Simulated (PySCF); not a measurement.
Method: B3LYP-D3(BJ)/def2-TZVP // PBE0-D4/def2-TZVP (PySCF). Gas-phase values, no solvent. One relaxed conformer stands for a flexible species; it need not be the lowest. B3LYP has the VWN-RPA correlation part, as in Gaussian. Excitations are Tamm–Dancoff values on a coarser integration grid. The basis has no diffuse functions, so Rydberg states are missing or too high.

Reference species (SMILES): `[In]([Cl])([Cl])[SH]` (H–S–In–Cl torsion 0°) (neutral, multiplicity 1).

* **S1 oscillator strength**: 0.008
* **HOMO**: -8.04 eV
* **S1 excitation (TDA)**: 4.21 eV
* **S1–T1 gap (TDA)**: 0.36 eV

After one change: the S1 oscillator strength stays essentially unchanged; the HOMO drops by 1.12 eV; the S1 excitation (TDA) rises by 0.67 eV; the S1–T1 gap (TDA) decreases by 0.03 eV.

**Question.** Which change was made? The new species is one of these.
A. `[SH][In]([SH])[Cl]` (H–S–In–Cl torsion -180°, Cl–In–S–H torsion 0°)
B. `[Cl][In]([Cl])[Cl]`
C. `[SH][In]([SH])[SH]`

**Answer.** B, `[Cl][In]([Cl])[Cl]`
